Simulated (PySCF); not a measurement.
Pm(55+) (promethium, charge +55): Hartree-Fock from Schrödinger to Dirac-Coulomb-Breit

Occupied: 1s1/2, 2s1/2, 2p1/2. Hartree-Fock calculated with PySCF 2.14 in an even-tempered Gaussian basis (19 s from 12 bohr⁻², ratio 2.3; 15 p from 14 bohr⁻², ratio 2.3), Gaussian nucleus throughout. NR is non-relativistic, sf-X2C the spin-free one-electron X2C Hamiltonian, X2C adds the bare one-electron spin-orbit term, X2C-SNSO screens it by Boettger's factors, DC is four-component Dirac-Coulomb, and the Gaunt and Breit terms are added at first order (total energies over the DC spinors, levels after relaxing the spinors in that mean field). QED terms are absent. Levels marked empty are virtual spinors of this ion.

```tsv
Hamiltonian	E (hartree)	E − E(DC) (hartree)	CPU seconds
X2C	-5697.3148	1.0768	0.2
X2C-SNSO	-5696.1154	2.2761	0.2
DC	-5698.3915	0.0000	8.4
DC+Gaunt	-5692.8584	5.5331	18
DC+Breit	-5693.1449	5.2466	55
```

```csv
level (eV),X2C,X2C-SNSO,DC,DC+Gaunt,DC+Breit
1s1/2,-50720.8,-50722.2,-50757.3,-50646.0,-50649.6
2s1/2,-12034.2,-12034.6,-12039.2,-12028.0,-12029.0
2p1/2,-11851.5,-11835.4,-11839.6,-11816.3,-11819.0
2p3/2 (empty),-10942.8,-10949.1,-10949.8,-10938.4,-10941.1
3s1/2 (empty),-5027.0,-5027.1,-5028.2,-5025.1,-5025.5
```

Weight of the small component: 1s1/2 0.0515, 2s1/2 0.0122, 2p1/2 0.0121, 2p3/2 0.0113, 3s1/2 0.00500.

Koopmans' value for the highest occupied level at DC+Breit: 11819.0 eV, against an ionisation energy of 11819 ± 5 eV (theoretical estimate listed by NIST; NIST Atomic Spectra Database, ionization energies); the former lacks relaxation, correlation, QED and recoil.

The whole ladder took 84 s of wall time on 1 thread of Intel(R) Xeon(R) 6975P-C (shared host), launched as `OMP_NUM_THREADS=1 python relrun2.py TASK.json OUT` (a driver that calls PySCF for each Hamiltonian).
